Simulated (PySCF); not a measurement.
C₆ coefficients of unlike pairs at UHF

Calculated with PySCF 2.14 from the dipole response of each species, C₆(A,B) = (3/π) ∫ α_A(iu) α_B(iu) du, in atomic units, from isotropic polarisabilities. For ions this is the dispersion term alone; charge-induced terms of lower order in 1/R come first.

```tsv
species	configuration	basis	relativity	α (bohr³)	C₆ (like pair)
Sr²⁺	[Kr] (1S)	def2-TZVPPD with the def2 core potential (28 electrons) (6s4p3d1f)	core potential	5.647	27.13
O³⁺	[He] 2s2 2p1 (2P)	x2c-QZVPPall with one added diffuse shell each of s, p, d, f type (8s5p4d3f1g)	spin-free X2C	1.412	1.320
C	[He] 2s2 2p2 (3P)	dyall-av3z (15s9p3d2f)	none	11.93	46.20
Ta³⁺	[Xe] 4f14 5d2 (3F)	aug-cc-pwCVTZ-PP with ECP60MDF (8s8p7d4f3g)	core potential	6.924	31.41
```

Q: Estimate C₆ for Ta³⁺ with O³⁺.

A: The integral gives 6.433. The combination rule 2 C_A C_B / (C_A α_B/α_A + C_B α_A/α_B) gives 6.438 and the geometric mean 6.439.

No spin-orbit coupling is included.

The other pairs:

```tsv
pair	C₆
Ta³⁺, C	35.80
C, Sr²⁺	32.53
O³⁺, Sr²⁺	5.953
Ta³⁺, Sr²⁺	29.09
C, O³⁺	7.367
```
